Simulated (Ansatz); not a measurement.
Program: Ansatz. Geometries: PBE0-D4/def2-TZVP. ΔE: electronic, gas phase. CCSD(T)/CBS adds triple-zeta CCSD(T) − MP2 to the extrapolated MP2 energy (def2 sets, frozen cores). Functionals use def2-TZVPP. B3LYP here is the variant with VWN-RPA as its local correlation; programs differ in this. One conformer a species, not always the lowest.

`B[SiH](N)[SiH2]F` → `BN([SiH3])[SiH2]F`  (isomerisation)

`B[SiH](N)[SiH2]F`:

Z-matrix (Å, degrees):
```
Si
N 1 1.723
Si 1 2.353 2 110.0
B 1 1.991 2 113.9 3 -118.5
H 1 1.504 2 115.2 3 115.4
H 2 1.006 1 121.6 3 -57.9
H 2 1.006 1 120.1 3 153.7
F 3 1.609 1 110.9 2 -74.0
H 3 1.490 1 111.8 2 45.4
H 3 1.487 1 110.7 2 166.8
H 4 1.197 1 118.4 2 -177.3
H 4 1.196 1 123.8 2 5.1
```

`BN([SiH3])[SiH2]F`:

Z-matrix (Å, degrees):
```
Si
N 1 1.761
H 1 1.483 2 110.0
H 1 1.485 2 107.6 3 -119.5
H 1 1.482 2 110.1 3 121.0
Si 2 1.732 1 121.8 3 118.9
B 2 1.414 1 117.3 3 -62.2
F 6 1.598 2 109.5 1 72.0
H 6 1.476 2 109.3 1 -169.4
H 6 1.480 2 109.9 1 -44.6
H 7 1.197 2 120.3 1 -179.0
H 7 1.201 2 119.1 1 1.3
```

| level | ΔE (kJ/mol) |
| --- | --- |
| B3LYP | -222.8 |
| CCSD(T)/def2-TZVPP | -236.4 |
| SCS-MP2/def2-QZVPP | -248.2 |
| MP2/CBS(def2) | -247.0 |

(1) What does CCSD(T)/CBS give? (An estimate is asked.)

Largest T1 diagnostic among the species: 0.013.

Answers

(1) The calculation gave: -233.1 kJ/mol. The listed levels differ from it by 10.3, -3.3, -15.1, -13.9 kJ/mol.

From PBE to PBE0 (25 % exact exchange), in def2-TZVPP and without D4, ΔE moves by −10.6 kJ/mol. The D4 term adds −3.8 kJ/mol with B3LYP and −1.7 kJ/mol with PBE0; it sums over pairs of atoms, weighted by their polarisabilities, and B3LYP, whose exchange is more repulsive, gets the larger term.
